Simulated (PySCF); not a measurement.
**Krypton: a sound run and one with changed settings**

Sound run: Kr [Kr], Kr⁺ [Ar] 3d10 4s2 4p5. All numbers are calculated (PySCF 2.14, the non-relativistic Hamiltonian (point nucleus), in def2-SVP (5s4p3d, 32 functions)). The sound run starts from symmetry-adapted Hartree-Fock orbitals and uses a fine grid where one is needed.

Changed run: 6 angular points. This setting is unsound on purpose.

```csv
species,method,sound run (hartree),changed run (hartree),converged
Kr,UHF,-2751.66988,-2751.66988,yes
Kr,r2SCAN,-2753.42247,-2755.73381,yes
Kr,MN15,-2753.74627,-2753.81452,yes
Kr⁺,UHF,-2751.18533,-2751.18533,yes
Kr⁺,r2SCAN,-2752.89889,-2755.30180,yes
Kr⁺,MN15,-2753.23157,-2753.29699,yes
```

Ionisation energy of Kr:

| method | sound run (eV) | changed run (eV) |
| --- | --- | --- |
| UHF | 13.185 | 13.185 |
| r2SCAN | 14.247 | 11.756 |
| MN15 | 14.006 | 14.083 |

A coarse angular grid integrates products of high-l functions wrongly, so density functionals can shift, and the SCF can exploit the error; Hartree-Fock and MP2 need no grid.

For comparison, NIST gives 14.000 eV between the lowest levels.
